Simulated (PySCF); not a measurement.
Radial density of Ti(2+) (titanium, charge +2)

UHF, [Ar] 3d2, high-spin 3F determinant. Calculation: PySCF 2.14, in def2-QZVPPD (11s6p5d3f2g, 93 functions); the non-relativistic Hamiltonian (point nucleus).

| r (bohr) | 4πr²ρ (e/bohr) | 4πr²(ρα − ρβ) |
| --- | --- | --- |
| 0.00123 | 0.1284 | 0.0000 |
| 0.00207 | 0.3501 | 0.0000 |
| 0.00348 | 0.9311 | -0.0001 |
| 0.00585 | 2.373 | -0.0002 |
| 0.00985 | 5.634 | -0.0004 |
| 0.0166 | 11.88 | -0.0009 |
| 0.0279 | 20.58 | -0.0014 |
| 0.0469 | 26.00 | -0.0012 |
| 0.0788 | 22.02 | 0.0005 |
| 0.133 | 20.49 | 0.0064 |
| 0.223 | 27.97 | 0.0592 |
| 0.375 | 16.23 | 0.3419 |
| 0.631 | 8.192 | 1.0079 |
| 1.06 | 9.360 | 1.3659 |
| 1.78 | 2.289 | 0.7191 |
| 3.00 | 0.1391 | 0.1078 |
| 5.05 | 0.001855 | 0.0018 |
